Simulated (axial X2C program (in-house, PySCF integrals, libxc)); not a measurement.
**Ionising InCl**

Calculated with an in-house relativistic program for diatomic molecules, spin-free (one-electron X2C) or two-component (2c: spin–orbit coupling with atomic mean-field Coulomb and Gaunt terms, which also bring small scalar terms), in Dyall basis sets with cores contracted in-house; open shells are unrestricted.

Basis sets: Cl dyall-av3z, In dyall-cv3z.

| Hamiltonian | level | InCl state | Re (Å) | ωe (cm⁻¹) | De (eV) |
| --- | --- | --- | --- | --- | --- |
| spin-free | PBE0 | M_S = 0, Λ = 0 | 2.418 | 309.8 | 4.56 |
| 2c | PBE0 | Ω = 0 | 2.418 | 309.8 | n/a |

Adiabatic ionisation energy (minimum to minimum, no zero-point term) and constants of InCl⁺:

```csv
Hamiltonian,level,InCl⁺ state,IE (eV),Re (Å),ωe (cm⁻¹),De (eV),fragments
spin-free,PBE0,"M_S = 1/2, Λ = 0",9.40,2.300,336.9,0.79,In+ + Cl
2c,PBE0,Ω = 1/2,9.40,2.300,336.8,0.79,In+ + Cl
```

(1) Add the zero-point terms to the ionisation energy at PBE0, 2c, and say whether the electron removed was bonding.

Each entry is the lowest single determinant of a limited PBE0 search at one distance. De goes to single-determinant-based atoms at the same level (for ions the charge split of lowest energy) and is withheld (n/a) where an atom does not fit its ground term or J level. Main or longest-lived isotopes. Some light 2c atoms are not at their ground J level, so De misses part of their lowering (0.04 eV or less). The functionals have no current term, which raises determinants with orbital currents.

Answers

(1) IE0 = IE + (ωe⁺ − ωe)/2 = 9.40 + (0.002) = 9.40 eV. Re changes by -0.118 Å, so the bond shortens, as on loss of an antibonding or a polarising non-bonding electron.
